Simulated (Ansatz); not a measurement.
One change: `C[CH](C)[Sn][OH]` becomes `CBC(C)C`.

Ansatz, PBE0-D4/def2-TZVP geometries, multiplicity 1. Each molecule was computed in one conformer, which needn't be the lowest.

Elements past krypton have def2 core potentials.

```json
{"property": "LUMO energy (ωB97M-V/def2-TZVPP) / eV", "`C[CH](C)[Sn][OH]`": "-0.43"}
{"property": "LUMO energy (PBE0/def2-TZVPP) / eV", "`C[CH](C)[Sn][OH]`": "-2.15"}
{"property": "ideal-gas entropy at 298 K and 1 bar (rigid rotor, harmonic PBE0-D4/def2-TZVP) / J/(mol·K)", "`C[CH](C)[Sn][OH]`": "379"}
{"property": "HOMO–LUMO gap (PBE0/def2-TZVPP) / eV", "`C[CH](C)[Sn][OH]`": "3.89"}
{"property": "HOMO energy (ωB97M-V/def2-TZVPP) / eV", "`C[CH](C)[Sn][OH]`": "-8.09"}
{"property": "zero-point energy (PBE0-D4/def2-TZVP) / kJ/mol", "`C[CH](C)[Sn][OH]`": "276.2"}
```

(1) What does the change do to each property? (Estimate.)

Answers

(1) The calculation gave: 
```tsv
property	`CBC(C)C`	shift
LUMO energy (ωB97M-V/def2-TZVPP) / eV	1.17	1.60
LUMO energy (PBE0/def2-TZVPP) / eV	-0.71	1.44
ideal-gas entropy at 298 K and 1 bar (rigid rotor, harmonic PBE0-D4/def2-TZVP) / J/(mol·K)	361	-18
HOMO–LUMO gap (PBE0/def2-TZVPP) / eV	7.34	3.45
HOMO energy (ωB97M-V/def2-TZVPP) / eV	-10.35	-2.26
zero-point energy (PBE0-D4/def2-TZVP) / kJ/mol	371.9	95.7
```

With PBE0 the HOMO falls by 2.01 eV and the LUMO rises by 1.44 eV, so the gap widens by about 3.45 eV. PBE moves the HOMO by -1.68 eV and ωB97M-V by -2.26 eV. The zero-point energy changes by 95.7 kJ/mol with +9 modes. Modes under 60 cm⁻¹, often nearly free rotors, make the harmonic entropy too high.
